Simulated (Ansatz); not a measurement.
iodine atom (I), doublet (all electrons, no relativity); Ansatz (an electronic-structure program) with HF/6-311G**.

Ansatz was given this input:
Ansatz 0.2 input:
```yaml
crystal:
  periodic: [false, false, false]
  atoms:
    - {symbol: I, position_ang: [0.00000000, 0.00000000, 0.00000000]}
basis:
  gaussian:
    orbitals: 6-311G__.json
hamiltonian:
  xc: hf
magnetization: {spin_polarized: true, initial_magnetization: 1}
```
The basis file holds 6-311G** in the JSON format of the Basis Set Exchange.

The log (banner, timings and long lists left out):

```
Functional definition: HF
382 factors; integrals over basis functions are off by at most 3.0e-4 eV
mean field evaluation 1: about -188215.9392 eV, gradient 3.7e0 eV
mean field evaluation 2: about -188215.9394 eV, gradient 3.7e0 eV
mean field evaluation 4: about -188216.0529 eV, gradient 4.7e-1 eV
mean field evaluation 8: about -188216.0539 eV, gradient 2.2e-5 eV
mean field evaluation 16: about -188216.0539 eV, gradient 7.7e-3 eV
mean field -188216.05386775 eV, -6916.8124022164 hartree, gradient 2.5e-5 eV, S^2 0.756835; 0 other end points of the search recorded, 0 dependent functions left out
reference -188216.05386775 eV, -6916.8124022164 hartree; 27, 26 occupied and 35, 36 virtual orbitals, 382 factors
Total energy: -188216.05386775 eV, -6916.8124022164 hartree
```
